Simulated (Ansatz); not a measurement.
Species: sum formula AlO3H3 (charge 0, singlet). SMILES: [OH][Al]([OH])[OH]
Coordinates optimised at B3LYP-D3(BJ)/def2-TZVP (Ansatz, a quantum-chemistry and plane-wave program):
```
Al
O 1 1.6928
H 2 0.9580 1 122.93
O 1 1.6928 2 120.00 3 180.00
H 4 0.9580 1 122.93 2 0.00
O 1 1.6928 2 120.00 3 0.00
H 6 0.9580 1 122.93 2 -180.00
```
Charge 0, spin multiplicity 1.

Quantity: vertical triplet-singlet gap (E(triplet) - E(singlet); each state is the SCF solution reached for its spin; the molecule has degenerate orbitals, so one determinant may break the symmetry), in kcal/mol. Cores are frozen in the correlated levels unless marked. UHF or UKS for open shells. Spin-orbit coupling is left out. No relativistic terms. CBS marks a two-point X^-3 extrapolation of the correlation energy; Hartree-Fock from the larger set. The bracket is a focal-point correction in the basis named.

```
level                                                                      program  vertical triplet-singlet gap (kcal/mol)
-------------------------------------------------------------------------  -------  ---------------------------------------
r2SCAN/def2-TZVPD                                                           Ansatz                               (withheld)
PBE0/def2-TZVPD                                                             Ansatz                                    151.3
CAM-B3LYP/def2-TZVPD                                                        Ansatz                               (withheld)
B2PLYP/def2-TZVPD                                                           Ansatz                                    163.0
RI-MP2/CBS(aug-cc-pV(T+d)Z,aug-cc-pV(Q+d)Z)+[CCSD(T)-MP2]/aug-cc-pV(T+d)Z   Ansatz                                    167.9
```

Task: Some entries are withheld; supply them.

Result: 
- r2SCAN/def2-TZVPD, vertical triplet-singlet gap (kcal/mol): 143.3
- CAM-B3LYP/def2-TZVPD, vertical triplet-singlet gap (kcal/mol): 160.7
